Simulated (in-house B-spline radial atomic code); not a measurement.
Orbital energies and mean radii along the 12-electron series, configuration [Ne] 3s2. The effective charge is n√(-2ε), a non-relativistic measure. Computed with a radial B-spline atomic code at the basis-set limit: Dirac-Hartree-Fock, average of the configuration, finite nuclei.

| ion | Z | energy of 2p1/2 (Eh) | mean radius of 2p1/2 (bohr) | energy of 1s1/2 (Eh) | mean radius of 1s1/2 (bohr) | effective charge of 2p1/2 |
| --- | --- | --- | --- | --- | --- | --- |
| Kr24+ | 36 | -104.64 | 0.1544 | -571.29 | 0.041442 | 28.933 |
| Rb25+ | 37 | -112.24 | 0.14938 | -606.35 | 0.040249 | 29.965 |
| Sr26+ | 38 | ? | ? | ? | ? | ? |
| Zr28+ | 40 | -136.71 | 0.136 | -718.23 | 0.037026 | 33.071 |
| Nb29+ | 41 | -145.44 | 0.13202 | -757.78 | 0.036054 | 34.111 |
| Mo30+ | 42 | -154.45 | 0.12824 | -798.46 | 0.035129 | 35.152 |
| Tc31+ | 43 | -163.76 | 0.12466 | -840.29 | 0.034245 | 36.195 |
| Ru32+ | 44 | ? | ? | ? | ? | ? |
| Rh33+ | 45 | -183.24 | 0.11799 | -927.42 | 0.032592 | 38.287 |

Question: Fill in the row of Sr26+.

Answer: energy of 2p1/2 (Eh): -120.12; mean radius of 2p1/2 (bohr): 0.14466; energy of 1s1/2 (Eh): -642.53; mean radius of 1s1/2 (bohr): 0.039119; effective charge of 2p1/2: 30.999.

Question: Fill in the row of Ru32+.

Answer: energy of 2p1/2 (Eh): -173.35; mean radius of 2p1/2 (bohr): 0.12124; energy of 1s1/2 (Eh): -883.27; mean radius of 1s1/2 (bohr): 0.0334; effective charge of 2p1/2: 37.24.

Question: How does the screening of 2p1/2 change?

Answer: Z less the effective charge goes from 7.07 at Z = 36 to 6.71 at Z = 45.
